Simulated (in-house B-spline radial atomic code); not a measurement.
Radial electron density of the copper ion Cu²⁺, [Ar] 3d8 4f1. Level of theory: scalar-relativistic (X2C) BHandHLYP, spin-polarised, spherical fractional occupations, exact exchange averaged over the configuration, Fermi nucleus of rms radius 3.8823 fm; calculated with a B-spline radial code for spherical atoms.

One-electron X2C: radii and densities carry no picture-change correction, so inner-shell <1/r> comes out high (for 1s by about 2 % at Z = 33, 5 % at 54, 10 % at 75, 30 % at 118) and <r> low.

Columns: r (bohr), 4πr²n(r) (electrons per bohr), bar.

```
 0.00206    1.071 #
 0.00257    1.571 ##
 0.00319     2.27 ##
 0.00398    3.282 ####
 0.00495    4.673 #####
 0.00616    6.575 #######
 0.00767    9.114 ##########
 0.00955    12.38 ##############
  0.0119    16.42 ##################
  0.0148    21.06 #######################
  0.0184    25.97 ############################
  0.0229    30.59 #################################
  0.0285    34.01 #####################################
  0.0355    35.38 #######################################
  0.0442    34.28 #####################################
   0.055    31.36 ##################################
  0.0685    28.52 ###############################
  0.0853    28.24 ###############################
   0.106    31.72 ###################################
   0.132    37.26 #########################################
   0.164    40.27 ############################################
   0.205    36.78 ########################################
   0.255    27.88 ##############################
   0.317     19.7 ######################
   0.395    17.65 ###################
   0.492    20.64 #######################
   0.612    22.38 ########################
   0.762    19.08 #####################
   0.948    12.54 ##############
    1.18    6.465 #######
    1.47    2.674 ###
    1.83   0.9114 #
    2.28   0.2679 
    2.83   0.1119 
    3.53   0.1322 
    4.39   0.1943 
    5.47   0.2125 
     6.8   0.1544 
    8.47  0.06761 
    10.5  0.01668 
    13.1 0.001865 
    16.3 8.611e-05 
    20.3 1.278e-06
```

On this grid the curve has 4 maxima, near 0.0355, 0.164, 0.612, 5.47 bohr.

The 3d up radial function P(r) = rR(r), positive near the nucleus:

```csv
r (bohr),P
0.0184,0.001502
0.0285,0.005007
0.0442,0.01603
0.0685,0.04793
0.106,0.1296
0.164,0.3058
0.255,0.6042
0.395,0.933
0.612,1.069
0.948,0.8718
1.47,0.486
2.28,0.1615
3.53,0.02347
```
